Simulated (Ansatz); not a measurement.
## Scan of the H5–Si2–S1 angle

SiH$_{2}$SI (SMILES [SH+]=[SiH]I) (charge +1), singlet, at its PBE0-D4/def2-TZVP minimum:

```xyz
5
angstrom
S -1.4866 0.4795 -0.4960
Si 0.3241 0.2564 0.4179
I 1.8690 -1.4088 -0.0683
H -1.3205 -0.5863 -1.3092
H 0.6141 1.2592 1.4557
```

The angle H5–Si2–S1 (114.6° at the minimum) is set to the values below, H5, with anything bonded beyond it, turning rigidly in the plane of the angle. Each method's energies count from its own value at the PBE0-D4 minimum structure. Program: Ansatz 0.2.0. Basis: def2-TZVPP. Cores are frozen in the correlated methods. Filled d shells of the heavier atoms are correlated. Core potentials replace the inner electrons of the atoms past krypton. The def2 sets are not built for correlating such inner shells, so the correlated values are less sure here. B3LYP uses VWN-RPA correlation.

CCSD(T) energies along the scan:
| angle (°) | CCSD(T) (kcal/mol) |
| --- | --- |
| 96.6 | 5.24 |
| 101.1 | 2.90 |
| 105.6 | 1.26 |
| 110.1 | 0.30 |
| 114.6 | 0.00 |
| 119.1 | 0.34 |
| 123.6 | 1.33 |
| 128.1 | 2.96 |
| 132.6 | 5.24 |
They count from the CCSD(T) energy at the PBE0-D4 minimum.

Minimum and curvature along this coordinate at CCSD(T): A fifth-order fit through the nearest points gives 114.5°, with a curvature of about 1.4 meV/deg².

Largest difference from the CCSD(T) curve over the scan: PBE-D4 0.46; r2SCAN-D4 0.06; PBE0-D4 0.21; B3LYP-D4 0.06 kcal/mol. Each curve counts from its own value at the minimum.

The T1 diagnostic stays at or below 0.014.

For scale, one of the runs: CCSD(T)/def2-TZVPP, 162 basis functions (an equivalent command: `ansatz run in.yaml --threads 2`). The run took 31 s on 2 CPU threads (shared host), with 1.2 GiB of host memory at its peak.
